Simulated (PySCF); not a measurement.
Al(Me)(SH)2 (CH5AlS2), SMILES [CH3][Al]([SH])[SH]. Heavy atoms are numbered as in [Al:1]([CH3:2])([SH:6])[SH:8]. Hydrogens are named by the atom that carries them.

Coordinates come from a B3LYP-D3(BJ)/def2-SVP optimisation. The structure was generated by enumeration; whether it is a known compound was not checked. The values are those of a single conformer.

The numbers are results of PBE0/pcSseg-1 (PySCF), not measurements.

GIAO shieldings, no solvent; atoms alike by connectivity are averaged. δ = σ(ref) − σ: ¹³C against TMS (σ = 186.3 ppm); ¹H against TMS (σ = 31.56 ppm); ³³S against H2S (σ = 716.7 ppm), references at their B3LYP-D3(BJ)/def2-TZVP geometries, non-relativistic.

```json
[
 {"nucleus": "¹³C", "atoms": "C2 (CH3)", "count": "1", "δ (ppm)": "-7.6"},
 {"nucleus": "¹H", "atoms": "H on S6", "count": "2", "δ (ppm)": "1.07"},
 {"nucleus": "¹H", "atoms": "H on C2", "count": "3", "δ (ppm)": "0.28"},
 {"nucleus": "³³S", "atoms": "S6 (SH)", "count": "2", "δ (ppm)": "40.6"}
]
```
